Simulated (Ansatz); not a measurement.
Computed with Ansatz on PBE0-D4/def2-TZVP structures; ΔE is electronic, products minus reactants. CCSD(T)/CBS is the MP2 limit (def2-TZVPP, def2-QZVPP) plus CCSD(T) − MP2 in def2-TZVPP, frozen cores. This one scheme is used for every species. DFT in def2-TZVPP. One conformer a species, not always the lowest.

`CN([SiH2]F)[SiH2]F` + `O[SiH2][SiH2]F` → `F[SiH2][SiH2]F` + `CN([SiH2]O)[SiH2]F`  (redistribution)

```csv
level,ΔE (eV)
r2SCAN-D4,0.03
MP2/def2-TZVPP,0.04
```

**Question.** What does CCSD(T)/CBS give? (Best estimate.)

**Answer.** Ansatz gave: +0.03 eV. The listed levels differ from it by 0.00, 0.01 eV.

Largest T1 diagnostic among the species: 0.012.
